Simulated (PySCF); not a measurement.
Sn(Cl)3(SeH) (Cl3HSeSn), SMILES [Cl][Sn]([Cl])([SeH])[Cl].

Geometry: B3LYP-D3(BJ)/def2-SVP. The structure was generated by enumeration; whether it is a known compound was not checked. The def2 effective core potentials stand for the cores of Sn; spin–orbit coupling is left out. One conformer was computed; it need not be the lowest.

Two levels are set side by side: PBE/def2-TZVP (PySCF) and r2SCAN/def2-TZVP (PySCF). Same geometry, gas phase. Differences are taken from unrounded values.

| quantity | r2SCAN | PBE | PBE minus r2SCAN |
|---|---|---|---|
| orbital gap (eV) | 3.12 | 2.71 | -0.41 |
| highest occupied level (eV) | -7.21 | -6.89 | 0.32 |
| lowest empty level (eV) | -4.09 | -4.18 | -0.10 |
| dipole moment (D) | 2.22 | 2.18 | -0.04 |
| mean polarisability (bohr³) | 104.6 | 107.6 | 3.1 |

Rough cost on one machine, each run with all the roots and properties that it gave: r2SCAN against PBE about 2 times.
